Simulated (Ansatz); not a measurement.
Isolated molecules relaxed with PBE0-D4/def2-TZVP in Ansatz; ΔE leaves out vibrations. CBS: MP2 limit from def2 TZ/QZ plus the TZ coupled-cluster correction, frozen cores. Functionals use def2-TZVPP. B3LYP here is the variant with VWN-RPA as its local correlation; programs differ in this. HSE06 is defined as in plane-wave codes. For Ge outer-core shells are correlated without core-valence functions, which leaves a few kJ/mol of doubt a bond. Scalar relativity is left out up to krypton. Each species was taken in one conformer, which may not be the lowest.

Reaction (ligand exchange at the Si–O bond): `O[SiH2]O[SiH2]Cl` + `[OH][GeH3]` → `Cl[SiH2][O][GeH3]` + `O[SiH2]O`

```
             level  ΔE (kJ/mol)  difference from CCSD(T)/CBS
       LDA (SPW92)         -2.7                         -0.3
            PBE-D4         -1.6                          0.8
           BLYP-D4         -0.1                          2.3
         r2SCAN-D4         -1.3                          1.1
            B97M-V         -1.4                          1.0
           PBE0-D4         -1.4                          1.0
        r2SCANh-D4         -1.4                          1.0
        r2SCAN0-D4         -1.5                          0.9
          HSE06-D4         -1.6                          0.8
          BHLYP-D4         -0.7                          1.7
      CAM-B3LYP-D4         -1.1                          1.3
           ωB97X-V         -2.0                          0.4
           ωB97M-V         -2.2                          0.2
          PBE-QIDH         -3.2                         -0.8
            revPBE         -3.4                         -1.0
              BLYP         -2.9                         -0.5
            r2SCAN         -1.8                          0.6
              PBE0         -2.7                         -0.3
             B3LYP         -2.5                         -0.1
           r2SCANh         -1.9                          0.5
           r2SCAN0         -2.0                          0.4
             HSE06         -2.8                         -0.4
         CAM-B3LYP         -2.5                         -0.1
           LC-ωPBE         -3.2                         -0.8
RPA@PBE/def2-TZVPP         -2.7                         -0.3
       HF/def2-SVP         -1.2                          1.2
      MP2/def2-SVP         -2.4                          0.0
     CCSD/def2-SVP         -1.5                          0.9
  CCSD(T)/def2-SVP         -1.7                          0.7
     HF/def2-TZVPP         -2.4                          0.0
    MP2/def2-TZVPP         -3.8                         -1.4
SCS-MP2/def2-TZVPP         -3.5                         -1.1
   CCSD/def2-TZVPP         -3.1                         -0.7
CCSD(T)/def2-TZVPP         -3.2                         -0.8
     HF/def2-QZVPP         -2.0                          0.4
    MP2/def2-QZVPP         -3.2                         -0.8
SCS-MP2/def2-QZVPP         -2.8                         -0.4
      HF/CBS(def2)         -1.9                          0.5
     MP2/CBS(def2)         -3.0                         -0.6
    CCSD/CBS(def2)         -2.2                          0.2
       CCSD(T)/CBS         -2.4                            0
```

**Question.** What do rigid-rotor, harmonic-oscillator terms from PBE0-D4/def2-TZVP frequencies (298.15 K, 1 bar) make of the CCSD(T)/CBS value? (Estimate.)

**Answer.** Computed: ΔZPE = +0.6 kJ/mol, ΔH = -2.3 kJ/mol, ΔS = -8 J/(mol·K), ΔG = -0.1 kJ/mol. Modes under 50 cm⁻¹ make the entropy rough.

Largest T1 diagnostic among the species: 0.011.

Leaving LDA and LC-ωPBE aside and taking each functional with its dispersion term where it has one, the values spread over 3.1 kJ/mol, from PBE-QIDH to BLYP-D4.
